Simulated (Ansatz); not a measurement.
CH$_{3}$BFN, SMILES `C=NBF`, 7 atoms. Charge 0, multiplicity 1. All runs use 2 threads of an Arm Neoverse V1 on a shared host. Correlated methods freeze the cores. Open-shell runs search over several starts.

How many basis functions does each run have, and how long does it take in Ansatz? UHF-MP2/def2-QZVPP energy of the cation; RKS PBE0-D4/def2-TZVP relaxation (12 steps); UKS r2SCAN-D4/def2-TZVPP energy of the cation; UKS PBE-D4/def2-TZVPP energy of the cation; RKS ωB97M-V/def2-SVP energy; RHF-CCSD(T)/def2-SVP energy; RKS PBE0-D4/def2-QZVPP energy; direct RPA on PBE orbitals/def2-TZVPP energy; RKS ωB97M-V/def2-QZVPP energy; UKS ωB97M-V/def2-TZVPP energy of the cation; RKS r2SCAN-D4/def2-TZVPP energy and forces; UHF-CCSD(T)/def2-TZVPP energy of the cation. (Estimate.)

Computed: Other jobs shared the machine, so times are rough.

| level | job | functions | wall time | peak host memory (GiB) |
| --- | --- | --- | --- | --- |
| RHF-CCSD(T)/def2-SVP | energy | 71 | 1.8 s | 0.19 |
| RKS ωB97M-V/def2-SVP | energy | 71 | 3.2 s | 0.17 |
| UKS PBE-D4/def2-TZVPP | energy of the cation | 166 | 3.4 s | 0.18 |
| direct RPA on PBE orbitals/def2-TZVPP | energy | 166 | 3.6 s | 0.26 |
| RKS r2SCAN-D4/def2-TZVPP | energy and forces | 166 | 3.8 s | 0.16 |
| RKS PBE0-D4/def2-QZVPP | energy | 318 | 5.5 s | 0.72 |
| UKS r2SCAN-D4/def2-TZVPP | energy of the cation | 166 | 8 s | 0.22 |
| UKS ωB97M-V/def2-TZVPP | energy of the cation | 166 | 12 s | 0.48 |
| RKS ωB97M-V/def2-QZVPP | energy | 318 | 13 s | 0.88 |
| UHF-MP2/def2-QZVPP | energy of the cation | 318 | 27 s | 1.1 |
| RKS PBE0-D4/def2-TZVP | relaxation (12 steps) | 142 | 33 s | 0.22 |
| UHF-CCSD(T)/def2-TZVPP | energy of the cation | 166 | 2.6 min | 3.5 |
